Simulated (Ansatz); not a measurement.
Compare A (`CC(=N)C[SeH]`) with its isomer B (`CC[Se]C=N`).

Gas-phase electronic energies from Ansatz, PBE0-D4/def2-TZVP geometries. CCSD(T)/CBS adds triple-zeta CCSD(T) − MP2 to the extrapolated MP2 energy (def2 sets, frozen cores). DFT in def2-TZVPP. B3LYP here is the variant with VWN-RPA as its local correlation; programs differ in this. For Se outer-core shells are correlated without core-valence functions, which leaves a few kJ/mol of doubt a bond. Scalar relativity is left out up to krypton. Each species was taken in one conformer, which may not be the lowest.

Which isomer does CCSD(T)/CBS put lower? Give the gap. (Best estimate.)

The calculation gave: A, by 3.6 kcal/mol.

Give E(B) − E(A) in kcal/mol with B3LYP-D4, MP2/def2-TZVPP, PBE-D4, PBE0-D4, CCSD(T)/def2-TZVPP, r2SCAN-D4, B2PLYP. (Estimate.)

Ansatz gave: B3LYP-D4 2.8, MP2/def2-TZVPP 3.0, PBE-D4 1.2, PBE0-D4 3.3, CCSD(T)/def2-TZVPP 3.7, r2SCAN-D4 1.7, B2PLYP 2.5. None reverses the order clearly.

Largest T1 diagnostic: 0.012.

From PBE to PBE0 (25 % exact exchange), in def2-TZVPP and without D4, E(B) − E(A) moves by +2.1 kcal/mol. In def2-TZVPP, CCSD(T) changes the Hartree–Fock value by −2.5 kcal/mol (the triples alone add −0.7 kcal/mol) and MP2 by −3.2 kcal/mol.
